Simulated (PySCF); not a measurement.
The numbers are results of B3LYP-D3(BJ)/def2-TZVP // B3LYP-D3(BJ)/def2-SVP (PySCF), not measurements. Gas-phase values, no solvent. One relaxed conformer stands for a flexible species; it need not be the lowest. B3LYP has the VWN-RPA correlation part, as in Gaussian. Excitations are Tamm–Dancoff values on a coarser integration grid. The basis has no diffuse functions, so Rydberg states are missing or too high.

Reference species (SMILES): `Bc1ccc2ncccc2c1` (neutral, multiplicity 1).

```json
{
  "HOMO": "-6.86 eV",
  "T1 excitation (TDA)": "2.83 eV"
}
```

Changed species: `Bc1ccc2ccccc2n1`.

Predict the effect on the HOMO and T1 excitation (TDA).

the HOMO rises by 0.09 eV, to -6.77 eV; the T1 excitation (TDA) drops by 0.13 eV, to 2.70 eV.
